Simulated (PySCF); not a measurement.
Simulation results for B2FHN, AlBH3

Computed with PySCF 2.14.0. Calculation on a computer-drawn molecule: vertical ionisation energy to the stated ion spin, frozen-core CCSD(T) at the basis limit and cheaper methods, single-reference cases, UHF for radicals, no spin-orbit; all values are single points at the evaluated structure, the first of each entry, which is the reference or a displaced copy of it and isn't optimised; the reference structure only sets the zero of the energies above reference; triples share is (T) over the correlation energy.

Common to all runs: charge 0; multiplicity 2; ion multiplicity 1; diffuse functions no; reference is the Hartree-Fock double-zeta minimum; best is HF at quadruple zeta + MP2 correlation extrapolated from triple and quadruple zeta + CCSD(T) minus MP2 at triple zeta; basis step is the size of the change from the same recipe one zeta lower.

```json
{"entry": 1, "formula": "B2FHN", "evaluated_structure": {"atoms_angstrom": [["B", -0.902, 1.9113, 1.3626], ["N", -0.4, 1.8415, 0.242], ["B", 0.3379, 1.5903, -0.9219], ["F", -0.1403, 1.9413, -2.148], ["H", -1.3942, 2.0561, 2.5418]]}, "reference_structure": {"atoms_angstrom": [["B", -0.9041, 1.9646, 1.421], ["N", -0.4093, 1.861, 0.2841], ["B", 0.3038, 1.664, -0.8977], ["F", -0.1571, 1.9971, -2.0963], ["H", -1.3789, 2.0667, 2.486]]}, "given": {"basis": "cc-pVnZ", "drawn_bonds_atom": [1, 2, 3, 1], "drawn_bonds_other_atom": [2, 3, 4, 5], "drawn_bonds_order": [1, 2, 1, 1]}, "results": {"ionisation_energy_best [eV]": 8.739, "ionisation_energy_basis_step [eV]": 0.04765, "energy_above_reference_best [kcal/mol]": 5.397, "energy_above_reference_basis_step [kcal/mol]": 0.07869, "triple_zeta_method": ["HF", "PBE", "r2SCAN", "B3LYP", "wB97X", "MP2", "CCSD", "CCSD(T)"], "triple_zeta_ionisation_energy [eV]": [8.514, 8.586, 8.799, 8.726, 8.634, 8.582, 8.694, 8.643], "triple_zeta_energy_above_reference [kcal/mol]": [5.868, 4.741, 5.35, 5.467, 4.958, 5.572, 5.392, 5.316], "total_energy_HF_triple_zeta [hartree]": -203.9507, "total_energy_CCSD(T)_triple_zeta [hartree]": -204.5903, "total_energy_best [hartree]": -204.6894, "T1_diagnostic_at_triple_zeta": 0.01726, "D1_diagnostic_at_triple_zeta": 0.04396, "spin_squared_at_triple_zeta": 0.7566, "ion_T1_diagnostic_at_triple_zeta": 0.01931, "ion_D1_diagnostic_at_triple_zeta": 0.05679, "triples_share_at_triple_zeta": 0.03999, "basis_functions_triple_zeta": 134, "dipole_magnitude_HF_at_triple_zeta [debye]": 3.255, "dipole_magnitude_CCSD_unrelaxed_at_triple_zeta [debye]": 2.556, "dipole_magnitude_PBE_at_triple_zeta [debye]": 2.325, "dipole_magnitude_r2SCAN_at_triple_zeta [debye]": 2.504, "dipole_magnitude_B3LYP_at_triple_zeta [debye]": 2.6, "dipole_magnitude_wB97X_at_triple_zeta [debye]": 2.781}}
{"entry": 2, "formula": "B2FHN", "evaluated_structure": {"atoms_angstrom": [["B", -0.9057, 2.0315, 1.4997], ["N", -0.4594, 1.8868, 0.2469], ["B", 0.2818, 1.6986, -0.8617], ["F", -0.1359, 1.945, -2.0452], ["H", -1.3827, 2.1763, 2.4472]]}, "reference_structure": {"atoms_angstrom": [["B", -0.9041, 1.9646, 1.421], ["N", -0.4093, 1.861, 0.2841], ["B", 0.3038, 1.664, -0.8977], ["F", -0.1571, 1.9971, -2.0963], ["H", -1.3789, 2.0667, 2.486]]}, "given": {"basis": "cc-pVnZ", "drawn_bonds_atom": [1, 2, 3, 1], "drawn_bonds_other_atom": [2, 3, 4, 5], "drawn_bonds_order": [1, 2, 1, 1]}, "results": {"ionisation_energy_best [eV]": 7.935, "ionisation_energy_basis_step [eV]": 0.03775, "energy_above_reference_best [kcal/mol]": 10.4, "energy_above_reference_basis_step [kcal/mol]": 0.3397, "triple_zeta_method": ["HF", "PBE", "r2SCAN", "B3LYP", "wB97X", "MP2", "CCSD", "CCSD(T)"], "triple_zeta_ionisation_energy [eV]": [7.503, 7.873, 8.024, 7.936, 7.776, 7.742, 7.846, 7.837], "triple_zeta_energy_above_reference [kcal/mol]": [13.08, 9.817, 10.07, 10.48, 12.01, 10.85, 11.02, 10.33], "total_energy_HF_triple_zeta [hartree]": -203.9392, "total_energy_CCSD(T)_triple_zeta [hartree]": -204.5823, "total_energy_best [hartree]": -204.6815, "T1_diagnostic_at_triple_zeta": 0.02062, "D1_diagnostic_at_triple_zeta": 0.06852, "spin_squared_at_triple_zeta": 0.7773, "ion_T1_diagnostic_at_triple_zeta": 0.01814, "ion_D1_diagnostic_at_triple_zeta": 0.0484, "triples_share_at_triple_zeta": 0.0413, "basis_functions_triple_zeta": 134, "dipole_magnitude_HF_at_triple_zeta [debye]": 3.699, "dipole_magnitude_CCSD_unrelaxed_at_triple_zeta [debye]": 2.807, "dipole_magnitude_PBE_at_triple_zeta [debye]": 2.317, "dipole_magnitude_r2SCAN_at_triple_zeta [debye]": 2.546, "dipole_magnitude_B3LYP_at_triple_zeta [debye]": 2.718, "dipole_magnitude_wB97X_at_triple_zeta [debye]": 3.076}}
{"entry": 3, "formula": "B2FHN", "evaluated_structure": {"atoms_angstrom": [["B", -0.9057, 2.0315, 1.4997], ["N", -0.4594, 1.8868, 0.2469], ["B", 0.2713, 1.7013, -0.8461], ["F", -0.1464, 1.9477, -2.0296], ["H", -1.3827, 2.1763, 2.4472]]}, "reference_structure": {"atoms_angstrom": [["B", -0.9041, 1.9646, 1.421], ["N", -0.4093, 1.861, 0.2841], ["B", 0.3038, 1.664, -0.8977], ["F", -0.1571, 1.9971, -2.0963], ["H", -1.3789, 2.0667, 2.486]]}, "given": {"basis": "cc-pVnZ", "drawn_bonds_atom": [1, 2, 3, 1], "drawn_bonds_other_atom": [2, 3, 4, 5], "drawn_bonds_order": [1, 2, 1, 1]}, "results": {"ionisation_energy_best [eV]": 7.867, "ionisation_energy_basis_step [eV]": 0.03676, "energy_above_reference_best [kcal/mol]": 11.59, "energy_above_reference_basis_step [kcal/mol]": 0.2355, "triple_zeta_method": ["HF", "PBE", "r2SCAN", "B3LYP", "wB97X", "MP2", "CCSD", "CCSD(T)"], "triple_zeta_ionisation_energy [eV]": [7.417, 7.818, 7.964, 7.874, 7.705, 7.667, 7.774, 7.768], "triple_zeta_energy_above_reference [kcal/mol]": [14.19, 10.9, 11.07, 11.48, 13.18, 12.33, 12.3, 11.67], "total_energy_HF_triple_zeta [hartree]": -203.9375, "total_energy_CCSD(T)_triple_zeta [hartree]": -204.5801, "total_energy_best [hartree]": -204.6796, "T1_diagnostic_at_triple_zeta": 0.02085, "D1_diagnostic_at_triple_zeta": 0.06971, "spin_squared_at_triple_zeta": 0.7803, "ion_T1_diagnostic_at_triple_zeta": 0.01798, "ion_D1_diagnostic_at_triple_zeta": 0.04746, "triples_share_at_triple_zeta": 0.04116, "basis_functions_triple_zeta": 134, "dipole_magnitude_HF_at_triple_zeta [debye]": 3.782, "dipole_magnitude_CCSD_unrelaxed_at_triple_zeta [debye]": 2.889, "dipole_magnitude_PBE_at_triple_zeta [debye]": 2.355, "dipole_magnitude_r2SCAN_at_triple_zeta [debye]": 2.589, "dipole_magnitude_B3LYP_at_triple_zeta [debye]": 2.767, "dipole_magnitude_wB97X_at_triple_zeta [debye]": 3.143}}
{"entry": 4, "formula": "AlBH3", "evaluated_structure": {"atoms_angstrom": [["B", -0.213, 0.7786, -2.4415], ["Al", -0.8644, -1.1287, -1.9779], ["H", 0.1385, 1.8761, -2.7061], ["H", -1.3817, -2.0614, -3.1546], ["H", -0.8055, -1.6522, -0.3062]]}, "reference_structure": {"atoms_angstrom": [["B", -0.2242, 0.7815, -2.443], ["Al", -0.8552, -1.1231, -1.9912], ["H", 0.1413, 1.8833, -2.7043], ["H", -1.3786, -2.057, -3.1544], ["H", -0.8045, -1.6148, -0.4896]]}, "given": {"basis": "cc-pV(n+d)Z", "drawn_bonds_atom": [1, 1, 2, 2], "drawn_bonds_other_atom": [2, 3, 4, 5], "drawn_bonds_order": [1, 1, 1, 1]}, "results": {"ionisation_energy_best [eV]": 7.951, "ionisation_energy_basis_step [eV]": 0.0267, "energy_above_reference_best [kcal/mol]": 3.744, "energy_above_reference_basis_step [kcal/mol]": 0.04238, "triple_zeta_method": ["HF", "PBE", "r2SCAN", "B3LYP", "wB97X", "MP2", "CCSD", "CCSD(T)"], "triple_zeta_ionisation_energy [eV]": [7.416, 8.107, 8.238, 8.086, 8.002, 7.872, 7.864, 7.905], "triple_zeta_energy_above_reference [kcal/mol]": [4.042, 2.901, 3.514, 3.77, 3.892, 4.071, 3.738, 3.655], "total_energy_HF_triple_zeta [hartree]": -268.2617, "total_energy_CCSD(T)_triple_zeta [hartree]": -268.4575, "total_energy_best [hartree]": -268.4800, "T1_diagnostic_at_triple_zeta": 0.01612, "D1_diagnostic_at_triple_zeta": 0.03955, "spin_squared_at_triple_zeta": 0.7606, "ion_T1_diagnostic_at_triple_zeta": 0.01771, "ion_D1_diagnostic_at_triple_zeta": 0.04435, "triples_share_at_triple_zeta": 0.02658, "basis_functions_triple_zeta": 111, "dipole_magnitude_HF_at_triple_zeta [debye]": 1.032, "dipole_magnitude_CCSD_unrelaxed_at_triple_zeta [debye]": 1.018, "dipole_magnitude_PBE_at_triple_zeta [debye]": 1.034, "dipole_magnitude_r2SCAN_at_triple_zeta [debye]": 1.037, "dipole_magnitude_B3LYP_at_triple_zeta [debye]": 1.079, "dipole_magnitude_wB97X_at_triple_zeta [debye]": 1.095}}
{"entry": 5, "formula": "AlBH3", "evaluated_structure": {"atoms_angstrom": [["B", -0.213, 0.7786, -2.4415], ["Al", -0.8644, -1.1287, -1.9779], ["H", 0.1385, 1.8761, -2.7061], ["H", -1.3817, -2.0614, -3.1546], ["H", -0.8033, -1.6722, -0.2423]]}, "reference_structure": {"atoms_angstrom": [["B", -0.2242, 0.7815, -2.443], ["Al", -0.8552, -1.1231, -1.9912], ["H", 0.1413, 1.8833, -2.7043], ["H", -1.3786, -2.057, -3.1544], ["H", -0.8045, -1.6148, -0.4896]]}, "given": {"basis": "cc-pV(n+d)Z", "drawn_bonds_atom": [1, 1, 2, 2], "drawn_bonds_other_atom": [2, 3, 4, 5], "drawn_bonds_order": [1, 1, 1, 1]}, "results": {"ionisation_energy_best [eV]": 7.967, "ionisation_energy_basis_step [eV]": 0.02666, "energy_above_reference_best [kcal/mol]": 6.62, "energy_above_reference_basis_step [kcal/mol]": 0.03281, "triple_zeta_method": ["HF", "PBE", "r2SCAN", "B3LYP", "wB97X", "MP2", "CCSD", "CCSD(T)"], "triple_zeta_ionisation_energy [eV]": [7.441, 8.116, 8.251, 8.1, 8.023, 7.892, 7.882, 7.921], "triple_zeta_energy_above_reference [kcal/mol]": [7.139, 5.409, 6.268, 6.609, 6.826, 7.119, 6.61, 6.486], "total_energy_HF_triple_zeta [hartree]": -268.2568, "total_energy_CCSD(T)_triple_zeta [hartree]": -268.4530, "total_energy_best [hartree]": -268.4754, "T1_diagnostic_at_triple_zeta": 0.0165, "D1_diagnostic_at_triple_zeta": 0.03964, "spin_squared_at_triple_zeta": 0.7607, "ion_T1_diagnostic_at_triple_zeta": 0.01874, "ion_D1_diagnostic_at_triple_zeta": 0.04741, "triples_share_at_triple_zeta": 0.02685, "basis_functions_triple_zeta": 111, "dipole_magnitude_HF_at_triple_zeta [debye]": 1.161, "dipole_magnitude_CCSD_unrelaxed_at_triple_zeta [debye]": 1.115, "dipole_magnitude_PBE_at_triple_zeta [debye]": 1.111, "dipole_magnitude_r2SCAN_at_triple_zeta [debye]": 1.127, "dipole_magnitude_B3LYP_at_triple_zeta [debye]": 1.173, "dipole_magnitude_wB97X_at_triple_zeta [debye]": 1.207}}
```
